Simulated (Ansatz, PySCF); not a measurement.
C₂H₈GeOSi, SMILES C[Si@H]1O[CH2][GeH2]1. Atoms are numbered in the order given.

```xyz
13

C      2.5709    -0.5330    -0.4364
Si     1.1141     0.2119     0.4652
O      0.4793     1.5680    -0.3366
C     -0.9193     1.3359    -0.5910
Ge    -1.1100    -0.5476     0.1064
H      2.9365    -1.4290     0.0916
H      2.3055    -0.8173    -1.4660
H      3.4007     0.1921    -0.4819
H      1.5255     0.5351     1.8687
H     -1.1315     1.4438    -1.6688
H     -1.5384     2.0679    -0.0428
H     -1.4075    -1.5942    -0.9829
H     -2.1241    -0.7253     1.2493
```
Charge 0, spin multiplicity 1.

The structure is a stationary point at r2SCAN-D4/def2-SVP. The structure was generated by enumeration; whether it is a known compound was not checked.

Two levels are set side by side: PBE-D3(BJ)/def2-SVP (Ansatz, a program for electronic structure) and r2SCAN-D4/def2-SVP (Ansatz). Each level has its own optimised geometry; the coordinates shown are those of the second. Frequencies come from the Hessian of PySCF at each geometry. Differences are taken from unrounded values.

```json
[
 {"quantity": "mean bond length (Å)", "r2SCAN-D4": "1.499"},
 {"quantity": "bond C1–Si2 (Å)", "r2SCAN-D4": "1.868"},
 {"quantity": "bond Si2–O3 (Å)", "r2SCAN-D4": "1.698"},
 {"quantity": "bond Si2–Ge5 (Å)", "r2SCAN-D4": "2.377"},
 {"quantity": "bond O3–C4 (Å)", "r2SCAN-D4": "1.440"},
 {"quantity": "bond C4–Ge5 (Å)", "r2SCAN-D4": "2.017"},
 {"quantity": "bond C1–H6 (Å)", "r2SCAN-D4": "1.102"},
 {"quantity": "bond C1–H7 (Å)", "r2SCAN-D4": "1.101"},
 {"quantity": "bond C1–H8 (Å)", "r2SCAN-D4": "1.103"},
 {"quantity": "bond Si2–H9 (Å)", "r2SCAN-D4": "1.498"},
 {"quantity": "bond C4–H10 (Å)", "r2SCAN-D4": "1.104"},
 {"quantity": "bond C4–H11 (Å)", "r2SCAN-D4": "1.104"},
 {"quantity": "bond Ge5–H12 (Å)", "r2SCAN-D4": "1.540"},
 {"quantity": "bond Ge5–H13 (Å)", "r2SCAN-D4": "1.538"},
 {"quantity": "highest harmonic wavenumber (cm⁻¹)", "r2SCAN-D4": "3151"},
 {"quantity": "mean harmonic wavenumber (cm⁻¹)", "r2SCAN-D4": "1228"},
 {"quantity": "zero-point energy (kcal/mol)", "r2SCAN-D4": "57.91"}
]
```

Question: What does PBE-D3(BJ) give, and how far is it from r2SCAN-D4? (The exact figures need the calculation; the answer reports its results.)

Answer: 
```json
[
 {"quantity": "mean bond length (Å)", "PBE-D3(BJ)": "1.510", "PBE-D3(BJ) minus r2SCAN-D4": "0.011"},
 {"quantity": "bond C1–Si2 (Å)", "PBE-D3(BJ)": "1.880", "PBE-D3(BJ) minus r2SCAN-D4": "0.012"},
 {"quantity": "bond Si2–O3 (Å)", "PBE-D3(BJ)": "1.715", "PBE-D3(BJ) minus r2SCAN-D4": "0.017"},
 {"quantity": "bond Si2–Ge5 (Å)", "PBE-D3(BJ)": "2.391", "PBE-D3(BJ) minus r2SCAN-D4": "0.013"},
 {"quantity": "bond O3–C4 (Å)", "PBE-D3(BJ)": "1.441", "PBE-D3(BJ) minus r2SCAN-D4": "0.001"},
 {"quantity": "bond C4–Ge5 (Å)", "PBE-D3(BJ)": "2.032", "PBE-D3(BJ) minus r2SCAN-D4": "0.015"},
 {"quantity": "bond C1–H6 (Å)", "PBE-D3(BJ)": "1.110", "PBE-D3(BJ) minus r2SCAN-D4": "0.007"},
 {"quantity": "bond C1–H7 (Å)", "PBE-D3(BJ)": "1.108", "PBE-D3(BJ) minus r2SCAN-D4": "0.007"},
 {"quantity": "bond C1–H8 (Å)", "PBE-D3(BJ)": "1.110", "PBE-D3(BJ) minus r2SCAN-D4": "0.007"},
 {"quantity": "bond Si2–H9 (Å)", "PBE-D3(BJ)": "1.510", "PBE-D3(BJ) minus r2SCAN-D4": "0.012"},
 {"quantity": "bond C4–H10 (Å)", "PBE-D3(BJ)": "1.112", "PBE-D3(BJ) minus r2SCAN-D4": "0.008"},
 {"quantity": "bond C4–H11 (Å)", "PBE-D3(BJ)": "1.112", "PBE-D3(BJ) minus r2SCAN-D4": "0.008"},
 {"quantity": "bond Ge5–H12 (Å)", "PBE-D3(BJ)": "1.555", "PBE-D3(BJ) minus r2SCAN-D4": "0.015"},
 {"quantity": "bond Ge5–H13 (Å)", "PBE-D3(BJ)": "1.554", "PBE-D3(BJ) minus r2SCAN-D4": "0.016"},
 {"quantity": "highest harmonic wavenumber (cm⁻¹)", "PBE-D3(BJ)": "3087", "PBE-D3(BJ) minus r2SCAN-D4": "-64"},
 {"quantity": "mean harmonic wavenumber (cm⁻¹)", "PBE-D3(BJ)": "1194", "PBE-D3(BJ) minus r2SCAN-D4": "-34"},
 {"quantity": "zero-point energy (kcal/mol)", "PBE-D3(BJ)": "56.31", "PBE-D3(BJ) minus r2SCAN-D4": "-1.60"}
]
```
